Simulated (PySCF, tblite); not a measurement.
Isomers of C5H13F3Si2. Computed with GFN2-xTB (tblite): harmonic, unscaled wavenumbers at the GFN2-xTB geometry, gas phase. Against measured fundamentals such values can be off by several per cent, at times by over 20. Modes of hydrogen on silicon can be 10 to 20 % off. One conformer each.

Electronic energies: PBE0/pcSseg-1 single points on the GFN2-xTB geometries (PySCF, gas phase).

| SMILES | electronic energy, lowest = 0 (kJ/mol) |
| --- | --- |
| C[SiH2][Si@H](C(C)C)C(F)(F)F | 6.9 |
| CCC[Si@@H]([SiH2]C)C(F)(F)F | 0.0 |
| CCCC([SiH3])([SiH3])C(F)(F)F | 57.7 |
| CC[C@H]([SiH3])C[SiH2]C(F)(F)F | 70.0 |

Task: How do GFN2-xTB zero-point energies change the relative energies?

Result: 
| SMILES | ZPE (kJ/mol) | of it from modes above 1550 cm⁻¹ | electronic (kJ/mol) | with ZPE, lowest = 0 (kJ/mol) | lowest mode (cm⁻¹) | rings |
| --- | --- | --- | --- | --- | --- | --- |
| CCC[Si@@H]([SiH2]C)C(F)(F)F | 439.8 | 219.4 | 0.0 | 0.0 | 11 | 0 |
| C[SiH2][Si@H](C(C)C)C(F)(F)F | 439.4 | 220.0 | 6.9 | 6.5 | 14i | 0 |
| CCCC([SiH3])([SiH3])C(F)(F)F | 428.0 | 207.9 | 57.7 | 45.9 | 35 | 0 |
| CC[C@H]([SiH3])C[SiH2]C(F)(F)F | 431.9 | 210.7 | 70.0 | 62.0 | 26 | 0 |

The zero-point energies span 11.8 kJ/mol, from `CCCC([SiH3])([SiH3])C(F)(F)F` to `CCC[Si@@H]([SiH2]C)C(F)(F)F`. Slightly imaginary modes are left out of the zero-point energy: `C[SiH2][Si@H](C(C)C)C(F)(F)F` 13.6i cm⁻¹. The order is unchanged.

Task: And how do the electronic energies of GFN2-xTB itself compare?

Result: `CCC[Si@@H]([SiH2]C)C(F)(F)F` 100.0; `C[SiH2][Si@H](C(C)C)C(F)(F)F` 99.0; `CCCC([SiH3])([SiH3])C(F)(F)F` 0.0; `CC[C@H]([SiH3])C[SiH2]C(F)(F)F` 63.4 kJ/mol, lowest = 0. Against the energies above, taken from the same isomer `CCC[Si@@H]([SiH2]C)C(F)(F)F`, the largest difference is 157.7 kJ/mol.
